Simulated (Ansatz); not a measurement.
`[NH2][Zn][B](F)Cl` + `BBr` → `FB(Cl)Br` + `[BH2][Zn][NH2]`  (redistribution)

Isolated molecules relaxed with PBE0-D4/def2-TZVP in Ansatz; ΔE leaves out vibrations. CBS: MP2 limit from def2 TZ/QZ plus the TZ coupled-cluster correction, frozen cores. For Br, Zn outer-core shells are correlated without core-valence functions, which leaves a few kJ/mol of doubt a bond. Scalar relativity is left out up to krypton. Each species was taken in one conformer, which may not be the lowest.

```csv
species,HF/def2-SVP energy (Eh)
`[NH2][Zn][B](F)Cl`,-2416.59569
`BBr`,-2597.94516
`FB(Cl)Br`,-3155.62112
`[BH2][Zn][NH2]`,-1858.90839
```

Question: Work out ΔE.

Answer: ΔE = (-3155.62112) + (-1858.90839) − (-2416.59569) − (-2597.94516) = 0.01134 Eh = +29.8 kJ/mol. CCSD(T)/CBS gives +33.8 kJ/mol.

Largest T1 diagnostic among the species: 0.016.

Leaving LDA and LC-ωPBE aside and taking each functional with its dispersion term where it has one, the values, not all of them listed here, spread over 9.8 kJ/mol, from B97M-V to B2PLYP. At CCSD(T), def2-SVP lies −3.5 kJ/mol from the extrapolated value and def2-TZVPP −0.5 kJ/mol.
